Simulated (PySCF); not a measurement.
F4Ge2H2N2: core ionisation energies

Compound: cyclo-(F2GeNH)2.
Cartesian coordinates in Å at the PBE0-D3(BJ)/def2-SVP level; atoms count from 1:
```xyz
10
F4Ge2H2N2 angstrom
Ge    -1.0232   -0.4772   -0.6738
F     -2.3206   -1.4544   -0.1143
F     -1.4325   -0.2700   -2.3293
N      0.6605   -1.0281   -0.2855
Ge     1.0481    0.4634    0.6725
F      2.3510    1.4386    0.1227
F      1.4490    0.2471    2.3292
N     -0.6335    1.0175    0.2788
H      1.1670   -1.8837   -0.4633
H     -1.1410    1.8702    0.4675
```

Level of theory: PySCF, delta-SCF UKS SCAN, pcX-2 on the ionised atom, pcseg-1 elsewhere, spin-free X2C. Each binding energy is the total energy of the core-ionised species, with the hole localised on one atom, minus that of the ground state; both are solved self-consistently, so orbital relaxation is included.

Q: Give the core binding energies atom by atom.

A: 
```tsv
atom(s)	environment	level	binding energy (eV)	count
F2/F3/F6/F7	fluorine bonded to Ge	F 1s	692.32	4
N4/N8	nitrogen bonded to 2 Ge and H	N 1s	405.52	2
```

Q: What is the longest wavelength that can ionise N 1s of N4/N8 vertically?

A: λ = hc/E = 12398.42 eV Å / 405.52 eV = 30.574 Å.

Q: Which effective nuclear charge Zeff reproduces each element's mean 1s value in the hydrogen-like formula E = 13.606 eV × Zeff²?

A: N (Z = 7): mean 405.5 eV, Zeff = 5.46, Z − Zeff = 1.54; F (Z = 9): mean 692.3 eV, Zeff = 7.13, Z − Zeff = 1.87. Means run over the listed sites, weighted by atom count.

The first atom of each set that the bonding makes equivalent was ionised and stands for the set. No level of germanium is listed. The structure is a single PBE0-D3(BJ)/def2-SVP conformer in the gas phase; no vibrational or solvent corrections.

The run took 32 s on an AMD EPYC with one thread, on a shared host, and the process peaked at 0.63 GiB of memory.
